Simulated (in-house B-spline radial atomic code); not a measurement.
The numbers below are computed, except where a source is named.
Stopping and range of 2 keV Te in InSb

The pair potential comes from two frozen, spherical free-atom densities (PBE, B-spline radial code, scalar-relativistic past argon): electrostatics plus the change in Thomas-Fermi kinetic and Dirac exchange energy where they overlap, the recipe behind the universal ZBL potential, which averages such potentials (from solid-state densities) over many pairs. It is written V = (Z1 Z2 e²/r) φ(r/a), with e² = 14.3996 eV·Å and a = 0.46850 Å/(Z1^0.23 + Z2^0.23); ZBL's fit is φ = 0.18175 e^(−3.1998x) + 0.50986 e^(−0.94229x) + 0.28022 e^(−0.4029x) + 0.02817 e^(−0.20162x). Where φ falls below 4e-4 it is continued as an exponential.

The target is taken as amorphous, with density 5.77 g/cm³ (NSM archive of the Ioffe Institute); channelling is ignored. Masses: Te 127.6, In 114.82, Sb 121.76 u. Nuclear stopping is S_n = 4π a Z1 Z2 e² M1/(M1 + M2) × s_n(ε), with s_n integrated over impact parameters for each pair. Electronic stopping is Lindhard and Scharff's S_e = Z1^(1/6) 8π e² a0 Z1 Z2/(Z1^(2/3) + Z2^(2/3))^(3/2) × v/v0, with a0 = 0.529177 Å and v = v0 at 24.801 keV/u; it misses the oscillations with Z1 seen in experiment, which reach tens of per cent. Compounds add by atom fraction.

```tsv
target atom	a (Å)	ε at this energy	s_n, this pair	s_n, ZBL potential
In	0.09505	0.002454	0.08961	0.08821
Sb	0.09462	0.00242	0.08949	0.08761
```

Question: What are the atom density and the stopping powers at entry?

Answer: N = 5.77 × 0.602214/118.29 = 0.02938 atoms/Å³. For In: S_n = 23070 × 0.08961 = 2067 eV·Å², S_e = 3.7107 × √2000 = 165.9 eV·Å². For Sb: S_n = 23230 × 0.08949 = 2079 eV·Å², S_e = 3.7867 × √2000 = 169.3 eV·Å². Averaged over the target's atoms (half each) and times N × 10 Å/nm, the ion loses N S_n = 609 eV/nm to recoils and N S_e = 49.2 eV/nm to electrons; the nuclear share is 93 %.

Along the track:

| E (keV) | N S_n (eV/nm) | N S_e (eV/nm) |
| --- | --- | --- |
| 0.1 | 116 | 11 |
| 0.3 | 222 | 19.1 |
| 0.6 | 328 | 27 |
| 1 | 431 | 34.8 |
| 1.5 | 529 | 42.6 |
| 2 | 609 | 49.2 |

Question: Estimate the path length and the projected range.

Answer: With continuous slowing down the path is the integral of dE/(N (S_n + S_e)). Trapezoids over the table give 5.03 nm, and the stretch below the first row, with stopping taken as √E, adds 2E/(N S) = 1.6 nm: 6.61 nm in all, against 6.23 nm on a fine grid from 5 eV, a cut that itself drops some per cent of so short a path. Deflections shorten the depth: to first order in the energy passed on, N (S_n + S_e) dR_p/dE = 1 − N S_n (M2/M1) R_p/(2E), summed over the target's atoms, and integrating this on the fine grid gives R_p = 3.37 nm, 0.54 of the path. Lindhard's rule of thumb R/(1 + M2/3M1), with mean M2/M1 = 0.93, gives 4.76 nm. On the ZBL potential the same equation gives 3.46 nm, and the full integral equation, which keeps hard collisions, 3.42 nm.
